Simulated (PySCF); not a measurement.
PySCF input file for Ga(F)2(OAc) (C2H3F2GaO2), SMILES CC(=O)[O][Ga]([F])[F], KT2/pcSseg-1. Geometry optimised at B3LYP-D3(BJ)/def2-SVP. Other conformers were not sampled.

```python
import numpy as np
from pyscf import gto, scf, dft
from pyscf.prop.nmr import rks as nmr

mol = gto.M(
    atom='''
    Ga   -0.00141700    0.75535213   -0.00000000
    F     1.49619706    1.64599227    0.00000000
    F    -1.52324151    1.60462059    0.00000000
    O     0.01698343   -0.90580929    1.08585023
    C     0.02125138   -1.57699851    0.00000000
    C    -0.00193327   -3.06845933   -0.00000000
    O     0.01698343   -0.90580929   -1.08585022
    H     0.47777727   -3.45687388   -0.90682645
    H     0.47777728   -3.45687389    0.90682645
    H    -1.05587115   -3.39198827   -0.00000000
    ''',
    basis='pcSseg-1',
    charge=0,
    spin=0,
    max_memory=1600,
    verbose=3,
)
mf = dft.RKS(mol, xc='kt2')
mf.grids.level = 3
mf.conv_tol = 1e-10
mf.max_cycle = 100
mf.kernel()
n = nmr.NMR(mf)
n.verbose = 2
n.max_cycle_cphf = 60
sigma = n.kernel()
print('atom   isotropic/ppm   span/ppm')
for i, s in enumerate(sigma):
    w = np.linalg.eigvalsh((s + s.T) / 2)
    print(f'{mol.atom_symbol(i):2s}{i + 1:3d} {w.mean():14.3f} {w[2] - w[0]:11.3f}')
```

It prints:

```
converged SCF energy = -2367.15837242588
atom   isotropic/ppm   span/ppm
Ga  1       1651.756     425.680
F   2        342.502     160.565
F   3        343.626     157.754
O   4         -8.429     211.929
C   5         -3.277     124.460
C   6        165.313      37.908
O   7         -8.429     211.929
H   8         28.865       9.549
H   9         28.865       9.549
H  10         28.607       8.790
```

The calculation finished and met its thresholds.

Cost: roughly 40 core-seconds.
